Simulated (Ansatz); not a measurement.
C3H6GeO can be A, `CO[C]1=[CH][GeH2]1`, or B, `C#C[O][GeH2][CH3]`.

Calculated with Ansatz (gas phase, PBE0-D4/def2-TZVP geometries, no zero-point term in ΔE). CBS: MP2 limit from def2 TZ/QZ plus the TZ coupled-cluster correction, frozen cores. Functionals use def2-TZVPP. B3LYP here is the variant with VWN-RPA as its local correlation; programs differ in this. For Ge outer-core shells are correlated without core-valence functions, which leaves a few kJ/mol of doubt a bond. Scalar relativity is left out up to krypton. Each species was taken in one conformer, which may not be the lowest.

**Question.** Which is lower in electronic energy at CCSD(T)/CBS, and by how much? (Best estimate.)

**Answer.** The calculation gave: B, by 117.7 kJ/mol.

**Question.** Give E(B) − E(A) in kJ/mol with B3LYP-D4, B2PLYP, CCSD/def2-TZVPP, PBE0-D4, HF/def2-TZVPP, PBE-D4, ωB97M-V. (Estimate.)

**Answer.** Ansatz gave: B3LYP-D4 -122.0, B2PLYP -126.3, CCSD/def2-TZVPP -126.9, PBE0-D4 -100.1, HF/def2-TZVPP -151.5, PBE-D4 -94.9, ωB97M-V -118.5. None reverses the order clearly.

Largest T1 diagnostic: 0.013.

In def2-TZVPP, CCSD(T) changes the Hartree–Fock value by +30.6 kJ/mol (the triples alone add +6.0 kJ/mol) and MP2 by +24.1 kJ/mol. From PBE to PBE0 (25 % exact exchange), in def2-TZVPP and without D4, E(B) − E(A) moves by −5.1 kJ/mol.
